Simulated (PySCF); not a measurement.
Species: C6H9OPS.
Atom-mapped SMILES: `[CH:1]#[C:2][P:3]1(=[S:4])[CH2:5][CH2:6][O:7][CH2:8][CH2:9]1` (hydrogens: H10 on C1; H11, H12 on C5; H13, H14 on C6; H15, H16 on C8; H17, H18 on C9)

Cartesian coordinates in Å at the PBE0-D3(BJ)/def2-SVP level; atoms count from 1:
```xyz
18
C6H9OPS angstrom
C      2.779   -0.297   -1.039
C      1.913   -0.261   -0.188
P      0.705   -0.225    1.113
S      1.411   -0.525    2.895
C     -0.156    1.361    0.818
C     -0.877    1.385   -0.528
O     -1.799    0.339   -0.668
C     -1.218   -0.931   -0.782
C     -0.563   -1.399    0.516
H      3.550   -0.331   -1.789
H      0.580    2.174    0.908
H     -0.872    1.457    1.651
H     -1.447    2.321   -0.623
H     -0.135    1.363   -1.352
H     -2.028   -1.623   -1.056
H     -0.474   -0.947   -1.604
H     -1.303   -1.459    1.331
H     -0.095   -2.390    0.411
```

Level: PBE0/pcSseg-1 and B3LYP/def2-SVPD in PySCF, non-relativistic, on one gas-phase PBE0-D3(BJ)/def2-SVP geometry that isn't relaxed in the solvent. The solvent is an IEF-PCM continuum (Bondi radii, 1.10 Å for H, scaled by 1.2). Specific hydrogen bonds and non-electrostatic terms are outside this model.

Gas phase at PBE0/pcSseg-1: HOMO -6.62 eV, LUMO -0.55 eV, dipole 4.28 D.

What does the continuum do to the energy, the frontier levels and the dipole at PBE0/pcSseg-1 in chloroform?

| solvent | ε | E(solvent) − E(gas) (kJ/mol) | polarisation term (kJ/mol) | distortion of the solute (kJ/mol) | HOMO (eV) | LUMO (eV) | dipole (D) |
| --- | --- | --- | --- | --- | --- | --- | --- |
| chloroform | 4.711 | -32.05 | -36.94 | 4.89 | -6.89 | -0.51 | 5.55 |

The polarisation term is half the interaction of the solute with the surface charges that it induces; the rest is the cost of distorting the solute's density. The sum is the electrostatic part of solvation alone.

Which radius a makes the point-dipole formula ΔE = −[(ε − 1)/(2ε + 1)]·μ²/a³ give the value in chloroform, with the gas-phase dipole?

μ = 1.685 au and |ΔE| = 0.01221 Eh give a = 2.31 Å; the farthest nucleus lies 3.99 Å from the centroid of the nuclei, so such a sphere wouldn't even hold the nuclei. The formula assumes a rigid point dipole at the centre of a sphere.

Give the dipole vector in the frame of the coordinates (D, pointing from negative to positive charge), gas and chloroform.

Gas (-0.67, 0.56, -4.19), solvent (-0.97, 0.73, -5.41). Its length changes by +30 % and its direction by 1°.

Which Mulliken charges (PBE0/pcSseg-1) respond most in chloroform (means over atoms taken as equivalent)?

| atoms | environment | gas (e) | solvent (e) | change |
| --- | --- | --- | --- | --- |
| S4 | sulfur bonded to P | -0.315 | -0.419 | -0.104 |
| P3 | phosphorus bonded to 3 C and S | +0.412 | +0.457 | +0.045 |
| C2 | alkyne carbon | +0.049 | +0.027 | -0.022 |
| O7 | cyclic ether oxygen | -0.499 | -0.518 | -0.019 |
| H10 | alkyne hydrogen | +0.085 | +0.103 | +0.018 |
| H11/H18 | methylene hydrogen | +0.173 | +0.185 | +0.012 |
| H13/H15 | methylene hydrogen | +0.138 | +0.148 | +0.010 |
| H14/H16 | methylene hydrogen | +0.115 | +0.124 | +0.009 |

Which Mayer bond orders change most in chloroform?

```tsv
bond	length (Å)	gas	solvent	change
P3–S4	1.939	1.786	1.686	-0.100
C1–C2	1.214	2.602	2.574	-0.028
P3–C5	1.829	0.924	0.941	+0.017
C9–P3	1.829	0.924	0.941	+0.017
C2–P3	1.776	0.757	0.766	+0.009
C1–H10	1.076	1.106	1.114	+0.008
C6–O7	1.401	0.937	0.931	-0.006
O7–C8	1.401	0.937	0.931	-0.006
```

Gas phase at B3LYP/def2-SVPD: HOMO -6.39 eV, LUMO -0.82 eV, dipole 4.27 D.

What does the continuum do to the energy, the frontier levels and the dipole at B3LYP/def2-SVPD in chloroform?

| solvent | ε | E(solvent) − E(gas) (kJ/mol) | polarisation term (kJ/mol) | distortion of the solute (kJ/mol) | HOMO (eV) | LUMO (eV) | dipole (D) |
| --- | --- | --- | --- | --- | --- | --- | --- |
| chloroform | 4.711 | -31.47 | -36.67 | 5.20 | -6.65 | -0.75 | 5.58 |

How does the static polarisability (B3LYP/def2-SVPD, frozen core, with the continuum's full static response) change?

```json
{"medium": "gas", "isotropic (au)": "118.7", "principal values (au)": "102.2, 120.1, 133.7", "⟨r²⟩ of the electrons (bohr²)": "1561.6"}
{"medium": "chloroform", "isotropic (au)": "151.9", "principal values (au)": "131.0, 152.6, 172.1", "⟨r²⟩ of the electrons (bohr²)": "1562.2"}
```

The isotropic value in chloroform is 1.28 times the gas-phase one; no cavity-field correction is applied. ⟨r²⟩ is taken about the centre of nuclear charge.
